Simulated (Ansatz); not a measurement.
Calculated with Ansatz (gas phase, PBE0-D4/def2-TZVP geometries, no zero-point term in ΔE). CBS: MP2 limit from def2 TZ/QZ plus the TZ coupled-cluster correction, frozen cores. Functionals use def2-TZVPP. One conformer a species, not always the lowest.

Reaction (redistribution): `SB[O][AlH][Cl]` + `BCC(C)C` → `CC(C)BS` + `BC[O][AlH][Cl]`

`SB[O][AlH][Cl]`:

```xyz
8

S     1.417   -1.238    1.436
B     0.797    0.288    0.681
O    -0.083    0.204   -0.323
Al   -1.305    0.056   -1.455
Cl   -3.272    0.013   -0.768
H     2.223   -0.639    2.324
H     1.187    1.347    1.083
H    -0.964   -0.031   -2.977
```

`BCC(C)C`:

```xyz
16

B    -1.789    0.601   -1.236
C    -1.104   -0.025    0.003
C     0.376    0.260    0.240
C     0.824   -0.194    1.621
C     1.221   -0.390   -0.846
H    -2.878    0.233   -1.576
H    -1.282    1.507   -1.839
H    -1.709    0.403    0.828
H    -1.312   -1.102    0.079
H     0.520    1.346    0.172
H     1.881    0.027    1.791
H     0.689   -1.275    1.734
H     0.247    0.296    2.409
H     1.099   -1.478   -0.829
H     2.284   -0.173   -0.711
H     0.931   -0.037   -1.840
```

`CC(C)BS`:

```xyz
14

C    -1.435   -0.042    0.561
C     0.058   -0.143    0.238
C     0.307   -1.239   -0.803
B     0.585    1.223   -0.319
S     1.929    2.168    0.355
H    -2.010    0.223   -0.330
H    -1.815   -1.000    0.929
H    -1.638    0.713    1.325
H     0.592   -0.416    1.156
H    -0.207   -1.012   -1.741
H     1.370   -1.358   -1.026
H    -0.069   -2.202   -0.444
H     0.088    1.718   -1.291
H     2.246    1.367    1.390
```

`BC[O][AlH][Cl]`:

```xyz
10

B     0.880    0.027   -1.327
C     0.412   -0.929   -0.203
O    -0.786   -0.630    0.471
Al   -1.353    0.714    1.294
Cl   -0.026    2.299    1.658
H     0.239    0.985   -1.648
H     1.902   -0.226   -1.897
H     1.244   -1.066    0.509
H     0.316   -1.928   -0.667
H    -2.828    0.753    1.809
```

```csv
level,ΔE (kJ/mol),difference from CCSD(T)/CBS
PBE-D4,173.4,-16.0
PBE0-D4,181.1,-8.3
ωB97X-V,182.6,-6.8
PBE0,182.4,-7.0
SCS-MP2/def2-TZVPP,191.3,1.9
CCSD/def2-TZVPP,190.0,0.6
CCSD(T)/def2-TZVPP,188.0,-1.4
MP2/def2-QZVPP,194.5,5.1
SCS-MP2/def2-QZVPP,192.7,3.3
MP2/CBS(def2),194.8,5.4
CCSD(T)/CBS,189.4,0
```

Largest T1 diagnostic among the species: 0.013.

From PBE to PBE0 (25 % exact exchange), in def2-TZVPP and without D4, ΔE moves by +7.7 kJ/mol. In def2-TZVPP, CCSD(T) changes the Hartree–Fock value by −10.6 kJ/mol (the triples alone add −2.0 kJ/mol) and MP2 by −5.2 kJ/mol.
